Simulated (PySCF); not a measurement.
# `COCSC1(F)CC1`, C₅H₉FOS

Geometry:
```tsv
atom	x (Å)	y (Å)	z (Å)
C1	2.659	-0.620	0.089
O2	1.797	0.226	0.820
C3	1.115	1.141	0.059
S4	-0.156	0.392	-1.063
C5	-1.156	-0.463	0.150
F6	-0.615	-1.661	0.521
C7	-1.917	0.289	1.192
C8	-2.646	-0.399	0.070
H9	2.095	-1.229	-0.624
H10	3.142	-1.266	0.817
H11	3.412	-0.035	-0.453
H12	0.593	1.811	0.743
H13	1.761	1.708	-0.623
H14	-1.961	-0.149	2.178
H15	-1.860	1.366	1.183
H16	-3.191	-1.304	0.293
H17	-3.079	0.206	-0.711
```

Method: GIAO KT3/pcSseg-1 magnetisability, rotational g tensor and spin-rotation constants, non-relativistic, gas phase in PySCF 2.14.0. Geometry: GFN2-xTB.

(1) What are the magnetisability and the molar susceptibility?

(2) Split it along the inertial axes a, b, c into diamagnetic and paramagnetic parts about the centre of mass, with the quadrupole moment.

(3) And the rotational g tensor?

## Answers

(1) Isotropic -1386 × 10⁻³⁰ J/T², or -83.5 × 10⁻⁶ cm³/mol; principal values -1555, -1341, -1263 × 10⁻³⁰ J/T², anisotropy 262 × 10⁻³⁰ J/T² (root of half the summed squared differences of the principal values). The susceptibility is in cgs units.

(2) 
| axis | χ (10⁻⁶ cm³/mol) | diamagnetic (10⁻⁶ cm³/mol) | paramagnetic (10⁻⁶ cm³/mol) | summed x² of all electrons (Å²) | quadrupole Θ (D Å) |
| --- | --- | --- | --- | --- | --- |
| a | -80.3 | -499.1 | 418.8 | 219.3 | +7.88 |
| b | -93.2 | -1136.2 | 1043.0 | 69.1 | -3.77 |
| c | -77.0 | -1223.4 | 1146.4 | 48.5 | -4.11 |

Anisotropies 2χaa − χbb − χcc = +9.7 and 2χbb − χaa − χcc = -29.2 × 10⁻⁶ cm³/mol. Θ is traceless in Buckingham's convention.

(3) 
| axis | rotational constant (GHz) | g | nuclear part | electronic part |
| --- | --- | --- | --- | --- |
| a | 2.9877 | -0.0256 | 0.5623 | -0.5879 |
| b | 1.1857 | +0.0009 | 0.5819 | -0.5810 |
| c | 1.0759 | -0.0073 | 0.5722 | -0.5795 |

Asymmetric top; isotopes 12C, 19F, 1H, 16O, 32S; no vibrational averaging.
